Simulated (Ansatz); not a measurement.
Reaction (redistribution): `C[O][InH][Br]` + `CCO[SiH2]C` → `[CH3][InH][Br]` + `CCO[SiH2]OC`

Gas-phase electronic energies from Ansatz, PBE0-D4/def2-TZVP geometries. CCSD(T)/CBS is the MP2 limit (def2-TZVPP, def2-QZVPP) plus CCSD(T) − MP2 in def2-TZVPP, frozen cores. Functionals use def2-TZVPP. B3LYP here is the variant with VWN-RPA as its local correlation; programs differ in this. Elements past krypton have def2 core potentials. For Br, In outer-core shells are correlated without core-valence functions, which leaves a few kJ/mol of doubt a bond. Scalar relativity is left out up to krypton. One conformer a species, not always the lowest.

```csv
level,ΔE (kcal/mol),difference from CCSD(T)/CBS
PBE-D4,-13.5,2.0
r2SCAN-D4,-14.9,0.6
PBE0-D4,-15.5,0.0
B3LYP-D4,-15.9,-0.4
ωB97X-V,-15.6,-0.1
ωB97M-V,-16.5,-1.0
B2PLYP,-16.3,-0.8
PBE,-13.7,1.8
r2SCAN,-14.9,0.6
PBE0,-15.6,-0.1
B3LYP,-16.3,-0.8
HF/def2-TZVPP,-19.2,-3.7
MP2/def2-TZVPP,-17.3,-1.8
SCS-MP2/def2-TZVPP,-17.2,-1.7
CCSD/def2-TZVPP,-17.4,-1.9
CCSD(T)/def2-TZVPP,-16.6,-1.1
HF/def2-QZVPP,-19.2,-3.7
MP2/def2-QZVPP,-16.7,-1.2
SCS-MP2/def2-QZVPP,-16.6,-1.1
HF/CBS(def2),-19.2,-3.7
MP2/CBS(def2),-16.2,-0.7
CCSD/CBS(def2),-16.2,-0.7
CCSD(T)/CBS,-15.5,0
```

Largest T1 diagnostic among the species: 0.014.

In def2-TZVPP, CCSD(T) changes the Hartree–Fock value by +2.6 kcal/mol (the triples alone add +0.8 kcal/mol) and MP2 by +1.9 kcal/mol. From PBE to PBE0 (25 % exact exchange), in def2-TZVPP and without D4, ΔE moves by −1.9 kcal/mol.
